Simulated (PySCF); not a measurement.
First hyperpolarisability: `InChI=1S/C7H6N2/c1-9(2)7-5-3-4-6-8/h1-2H3`

Molfile (atoms numbered from 1):
```
C7H6N2
     RDKit          3D

 15 14  0  0  0  0  0  0  0  0999 V2000
   -2.1626    1.0036    0.0580 C   0  0  0  0  0  0  0  0  0  0  0  0
   -1.3138   -0.0974    0.4467 N   0  0  0  0  0  0  0  0  0  0  0  0
   -1.9189   -1.4080    0.4392 C   0  0  0  0  0  0  0  0  0  0  0  0
   -0.0109    0.0151    0.3242 C   0  0  0  0  0  0  0  0  0  0  0  0
    1.2015    0.1334    0.2940 C   0  0  0  0  0  0  0  0  0  0  0  0
    2.5312    0.2585    0.2316 C   0  0  0  0  0  0  0  0  0  0  0  0
    3.7462    0.3711    0.1725 C   0  0  0  0  0  0  0  0  0  0  0  0
    5.0877    0.4974    0.1077 C   0  0  0  0  0  0  0  0  0  0  0  0
    6.2353    0.6053    0.0519 N   0  0  0  0  0  0  0  0  0  0  0  0
   -1.6138    1.9393    0.1460 H   0  0  0  0  0  0  0  0  0  0  0  0
   -2.5172    0.8973   -0.9746 H   0  0  0  0  0  0  0  0  0  0  0  0
   -3.0307    1.0372    0.7197 H   0  0  0  0  0  0  0  0  0  0  0  0
   -2.7836   -1.4054    1.1064 H   0  0  0  0  0  0  0  0  0  0  0  0
   -2.2543   -1.6938   -0.5654 H   0  0  0  0  0  0  0  0  0  0  0  0
   -1.2005   -2.1455    0.7918 H   0  0  0  0  0  0  0  0  0  0  0  0
  1  2  1  0
  2  3  1  0
  2  4  1  0
  4  5  3  0
  5  6  1  0
  6  7  3  0
  7  8  1  0
  8  9  3  0
  1 10  1  0
  1 11  1  0
  1 12  1  0
  3 13  1  0
  3 14  1  0
  3 15  1  0
M  END
```

Computed, not measured: quadratic response B3LYP/def2-SVPD first hyperpolarisability, Taylor convention, gas phase (PySCF 2.14.0). Geometry: GFN2-xTB.

(1) What is the first hyperpolarisability, and how does it disperse?

## Answers

(1) In au, Taylor convention; the vector part is βᵢ = ⅓ Σⱼ (βᵢⱼⱼ + βⱼᵢⱼ + βⱼⱼᵢ); β∥ is 3/5 of the vector part along the dipole, the dipole points from − to +:
| process | λ (nm) | β vector norm | β∥ | β HRS | depolarisation ratio |
| --- | --- | --- | --- | --- | --- |
| static β(0;0,0) | ∞ | 1151.9 | 682.1 | 529.5 | 3.75 |
| second harmonic β(−2ω;ω,ω) | 1064 | 1609.4 | 954.5 | 730.5 | 3.89 |
| Pockels β(−ω;ω,0) | 1064 | 1276.1 | 756.0 | – | – |
| Pockels β(−ω;ω,0) | 800 | 1387.7 | 822.4 | – | – |

Second harmonics within 0.3 eV of the first excitation or beyond it are left out.

**Question.** Which lowest excitations, dipole and polarisabilities go with it?

**Answer.** S1 2.98 eV (f = 0.000); S2 3.85 eV (f = 0.041); S3 4.49 eV (f = 0.000); dipole 9.28 D; isotropic α 126.6 au static, 129.4 au at 1064 nm, 131.7 au at 800 nm, 139.5 au at 532 nm.
